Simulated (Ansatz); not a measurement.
Species: sum formula BHBr2, net charge 0, singlet state. SMILES: BrBBr
Geometry: optimised at B3LYP-D3(BJ)/def2-TZVP (Ansatz, a program for electronic structure).

Wanted: vertical electron affinity (to the doublet state of charge -1; a negative value means that the extra electron is unbound and the number depends on the basis; each state is the SCF solution reached for its spin), in eV. Valence correlation only, unless marked. UHF or UKS for open shells. Spin-orbit coupling is left out. Frozen are the shells of the preceding noble gas and the d and f shells that filled before the atom's block. Non-relativistic. Anions need diffuse functions: aug- sets have them; def2-D sets add few. Basis-set limits of correlation are two-point, X^-3; Hartree-Fock from the larger set. The bracket is a focal-point correction in the basis named.

| level | program | vertical electron affinity (eV) |
|---|---|---|
| r2SCAN/def2-TZVPD | Ansatz | 0.35 |
| wB97M-V/def2-TZVPD | Ansatz | ? |
| SCS-MP2/aug-cc-pVDZ | Ansatz | -0.10 |
| CCSD/aug-cc-pVTZ | Ansatz | ? |
| RI-MP2/CBS(aug-cc-pVTZ,aug-cc-pVQZ)+[CCSD(T)-MP2]/aug-cc-pVTZ | Ansatz | 0.24 |

What belongs in the gaps?


- wB97M-V/def2-TZVPD, vertical electron affinity (eV): 0.15
- CCSD/aug-cc-pVTZ, vertical electron affinity (eV): 0.13
